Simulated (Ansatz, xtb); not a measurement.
**B2H4O2: which of two isomers lies lower**

Structure a is `BOBO`, a singlet and structure b is `OBBO`, a singlet. Both are isolated molecules in the gas phase, relaxed with BLYP-D3(BJ)/def2-SVP; the shapes shown needn't be the lowest conformers.

a (Å):

```yaml
atoms:
  - { symbol: B, position_ang: [-0.0477, -1.2238, -1.7577] }
  - { symbol: B, position_ang: [-1.7012, -1.9013, 0.2746] }
  - { symbol: O, position_ang: [-0.9155, -1.5320, -0.7778] }
  - { symbol: O, position_ang: [-3.0305, -1.5999, 0.3181] }
  - { symbol: H, position_ang: [0.5500, -0.1657, -1.7015] }
  - { symbol: H, position_ang: [0.0995, -2.0049, -2.6788] }
  - { symbol: H, position_ang: [-1.2212, -2.5119, 1.2009] }
  - { symbol: H, position_ang: [-3.3375, -1.1062, -0.4680] }
```

b (Å):

```xyz
8

B    -0.7223   -3.1130   -1.1013
B     0.2307   -1.7813   -1.6013
O    -1.7087   -2.9450   -0.1669
O    -0.1347   -1.0416   -2.6938
H    -2.1622   -3.7799    0.0589
H    -0.5165   -4.2459   -1.5318
H     1.2760   -1.4887   -1.0245
H     0.5014   -0.3293   -2.8984
```

Problem. Estimate E(b) − E(a) at the level CCSD(T)/def2-TZVP.

Solution. Calculated at CCSD(T)/def2-TZVP: E(b) − E(a) = +1.449 eV, so structure a lies lower.

The same difference at several levels:

```
               level              geometry  E(b) − E(a) (eV)  departure from the last row (eV)  job, with rough time for the two
            GFN2-xTB              GFN2-xTB              +2.265                            +0.816              optimisation, 0.78 s
           HF/STO-3G              GFN2-xTB              +2.002                            +0.553               single point, 1.1 s
  r2SCAN-D4/def2-SVP              GFN2-xTB              +1.528                            +0.079               single point, 8.1 s
BLYP-D3(BJ)/def2-SVP  BLYP-D3(BJ)/def2-SVP              +1.605                            +0.156                optimisation, 48 s
        HF/def2-TZVP  BLYP-D3(BJ)/def2-SVP              +1.636                            +0.188           part of the CCSD(T) run
       MP2/def2-TZVP  BLYP-D3(BJ)/def2-SVP              +1.503                            +0.054           part of the CCSD(T) run
   CCSD(T)/def2-TZVP  BLYP-D3(BJ)/def2-SVP              +1.449                                               single point, 2.5 min
```

As drawn, b has 1 B–B, 1 O–H in place of 1 B–O, 1 B–H.

The levels shown agree on the order. The largest departure from CCSD(T)/def2-TZVP is that of GFN2-xTB, 0.816 eV.

With harmonic frequencies from BLYP-D3(BJ)/def2-SVP (ideal gas, rigid rotor, one conformer each, 298.15 K, 1 atm): on the last row, ΔE + ΔZPE = +1.490 eV. A mode under 50 cm⁻¹ makes harmonic enthalpies and free energies unreliable, so none is given.

The correlated steps freeze 4 core orbitals. Run with Ansatz 0.2.0, xtb 6.7.1; the last row on 1 thread of AMD EPYC (Zen 3) on a shared host.
